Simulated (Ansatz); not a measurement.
Harmonic frequencies (cm⁻¹) at PBE0-D4/def2-TZVP from Ansatz: 27, 59, 88, 171, 217, 436, 467, 518, 620, 649, 670, 724, 737, 851, 952, 959, 989, 1007, 1976, 1998, 2193, 2209, 2222, 3896.

Each molecule was computed in one conformer, which needn't be the lowest.

Which molecule is it?
A. `OC([SiH3])Cl`
B. `O[SiH2][SnH2][OH]`
C. `[OH][SnH2][O][SiH3]`
D. `BC(C)F`

C.
